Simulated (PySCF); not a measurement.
PBE on Si⁻ (silicon, charge -1), [Ne] 3s2 3p3, high-spin 4S determinant. Calculation: PySCF 2.14, in dyall-acv3z (19s12p6d4f, 113 functions); scalar relativity by spin-free X2C-1e.

```
cycle= 1 E= -289.900578962886  delta_E= -0.0108  |g|= 0.0161  |ddm|= 0.212
cycle= 2 E= -289.900597364542  delta_E= -1.84e-05  |g|= 0.00808  |ddm|= 0.0099
cycle= 3 E= -289.900602205463  delta_E= -4.84e-06  |g|= 0.00122  |ddm|= 0.00386
cycle= 4 E= -289.900601986981  delta_E= 2.18e-07  |g|= 0.000982  |ddm|= 0.00435
cycle= 5 E= -289.900603334346  delta_E= -1.35e-06  |g|= 4.83e-05  |ddm|= 0.00253
cycle= 6 E= -289.900603338116  delta_E= -3.77e-09  |g|= 3.19e-06  |ddm|= 0.000143
cycle= 7 E= -289.900603338136  delta_E= -2.02e-11  |g|= 4.63e-07  |ddm|= 1.21e-05
converged SCF energy = -289.900603338136  <S^2> = 3.7503999  2S+1 = 4.0001999
```

Highest occupied orbital energy: 1.107 eV; ⟨L²⟩ = 0.00; populations by l: s 6.00, p 9.00, d 0.00, f 0.00.

Question: Can this result be used?

Answer: With care. Self-consistency was reached. At PBE the highest occupied level has a positive energy, so only the finite basis holds that electron; in a semilocal or global hybrid functional this comes from self-interaction and does not mean that the real anion is unbound.
